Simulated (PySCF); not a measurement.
## Telling isomers of C6H7F3O2 apart by NMR

Theoretical values (PySCF 2.14.0 with density-fitted response routines): shieldings: GIAO PBE0/pcSseg-1, GFN2-xTB structure. One conformer, averaged over atoms made equivalent by symmetry, fast rotation or ring inversion, no solvent model, no relativistic terms.

δ = σ(ref) − σ, references computed at the same level: TMS for ¹H (σref 31.72), ¹³C (σref 186.93). Splittings of carbon signals by F and P are missing where no couplings were computed. Where no couplings were computed, multiplicities follow the n + 1 count of equivalent neighbours, and m marks all less simple cases (inequivalent or close neighbours, rings, F or P nearby). Shifts are as computed. Against solution values, carbons near 30 ppm lie about +3 ppm off and those near 130 ppm about +5 ppm. Of 1211 compounds with measured shifts, 218 miss one by over three times the rms of a fit or turn the order of signals round; such compounds aren't used in these exercises.

(1) Tabulate the signals of `C=CC(=O)O[C@H](C)C(F)(F)F`, `FC(F)(F)[C@H]1OCC12COC2`, `C=C(C)O/C=C/OC(F)(F)F` and their relative energies.

(2) What is the quickest way to tell FC(F)(F)[C@H]1OCC12COC2 from C=C(C)O/C=C/OC(F)(F)F?

(3) What is the quickest way to tell C=CC(=O)O[C@H](C)C(F)(F)F from FC(F)(F)[C@H]1OCC12COC2?

(4) What is the quickest way to tell C=CC(=O)O[C@H](C)C(F)(F)F from C=C(C)O/C=C/OC(F)(F)F?

## Answers

(1) 
```json
{"SMILES": "C=CC(=O)O[C@H](C)C(F)(F)F", "carbon types": "2×C 2×CH 1×CH2 1×CH3", "δC": "170.9, 144.3, 135.2, 133.4, 68.6, 16.0", "δH": "7.16 (m, 1H), 6.44 (m, 1H), 6.39 (m, 1H), 6.04 (m, 1H), 1.52 (d, 3H)", "E rel. (kcal/mol)": "0.0"}
{"SMILES": "FC(F)(F)[C@H]1OCC12COC2", "carbon types": "2×C 1×CH 3×CH2", "δC": "133.5, 87.2, 83.8, 82.5, 78.2, 45.9", "δH": "5.30 (m, 1H), 5.03 (m, 1H), 5.02 (m, 1H), 4.91 (m, 1H), 4.86 (m, 1H), 4.67 (m, 1H), 4.64 (m, 1H)", "E rel. (kcal/mol)": "46.9"}
{"SMILES": "C=C(C)O/C=C/OC(F)(F)F", "carbon types": "2×C 2×CH 1×CH2 1×CH3", "δC": "168.3, 142.4, 136.1, 129.9, 92.0, 23.4", "δH": "7.12 (d, 1H), 6.73 (m, 1H), 4.39 (m, 1H), 4.30 (m, 1H), 1.99 (s, 3H)", "E rel. (kcal/mol)": "36.9"}
```

Energies are electronic energies at PBE0/pcSseg-1 on these geometries, without zero-point or thermal terms, each for the one conformer computed, which needn't be the lowest.

(2) Both give the same number of carbon signals, but DEPT or the intensities differ. The first has a quaternary sp3 carbon in a ring (C) at 45.9 ppm, the second an allylic methyl carbon (CH3) at 23.4 ppm. Their most deshielded carbons lie at 133.5 and 168.3 ppm. In the proton spectra the most deshielded non-exchanging signals are 5.30 (m, 1H) and 7.12 (d, 1H).

(3) Both give the same number of carbon signals, but DEPT or the intensities differ. The first has a β carbon of a C=C–C=O unit (CH2) at 144.3 ppm, the second an sp3 CH2 bonded to O at 82.5 ppm. Their most deshielded carbons lie at 170.9 and 133.5 ppm. In the proton spectra the most deshielded non-exchanging signals are 7.16 (m, 1H) and 5.30 (m, 1H).

(4) Both give the same number of carbon signals, with the same numbers of each carbon type, so the positions decide. The first has an sp3 CH bonded to O at 68.6 ppm, the second a β carbon of an enol-ether or enamine type C=C (CH2) at 92.0 ppm. Their most deshielded carbons lie at 170.9 and 168.3 ppm.
